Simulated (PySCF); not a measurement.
C₂H₆N₂OSi, SMILES C[Si@@H](N)N=C=O. Atoms are numbered in the order given.

```xyz
12

C     -1.8610    -1.2204     0.1427
Si    -0.7992     0.1480    -0.5557
N     -1.4278     1.6765    -0.0659
N      0.8318    -0.1492    -0.0062
C      1.9583    -0.3012     0.3710
O      3.0621    -0.4537     0.7434
H     -1.8781    -1.1740     1.2441
H     -1.4643    -2.2071    -0.1432
H     -2.8965    -1.1378    -0.2228
H     -0.7347     0.1485    -2.0394
H     -1.0768     2.5296    -0.4912
H     -1.6701     1.8377     0.9076
```
Charge 0, spin multiplicity 1.

The structure is a stationary point at B3LYP-D3(BJ)/def2-SVP. The structure was generated by enumeration; whether it is a known compound was not checked. One conformer was computed; it need not be the lowest.

Two levels are set side by side: PBE/pcSseg-1 (PySCF) and KT2/pcSseg-1 (PySCF). GIAO shifts against H2O (¹⁷O), NH3 (¹⁵N), TMS (²⁹Si), TMS (¹H), TMS (¹³C) at the same level; non-relativistic, no solvent, atoms listed together averaged. Differences are taken from unrounded values.

```
quantity                KT2
--------------------  -----
δ(¹³C) of C1 (ppm)      1.7
δ(²⁹Si) of Si2 (ppm)  -37.4
δ(¹⁵N) of N3 (ppm)     36.6
δ(¹⁵N) of N4 (ppm)     59.1
δ(¹³C) of C5 (ppm)    118.4
δ(¹⁷O) of O6 (ppm)    131.3
δ(¹H) of H10 (ppm)     5.18
```

### Question
What does PBE give, and how far is it from KT2? (An estimate is asked for; the answer gives what the named calculation found.)

### Answer

```csv
quantity,PBE,PBE minus KT2
δ(¹³C) of C1 (ppm),1.6,-0.2
δ(²⁹Si) of Si2 (ppm),-39.6,-2.2
δ(¹⁵N) of N3 (ppm),37.7,1.0
δ(¹⁵N) of N4 (ppm),65.1,6.0
δ(¹³C) of C5 (ppm),122.6,4.2
δ(¹⁷O) of O6 (ppm),143.5,12.2
δ(¹H) of H10 (ppm),5.19,0.01
```

Rough cost on one machine, each run with all the roots and properties that it gave: KT2 against PBE within a factor of 2.
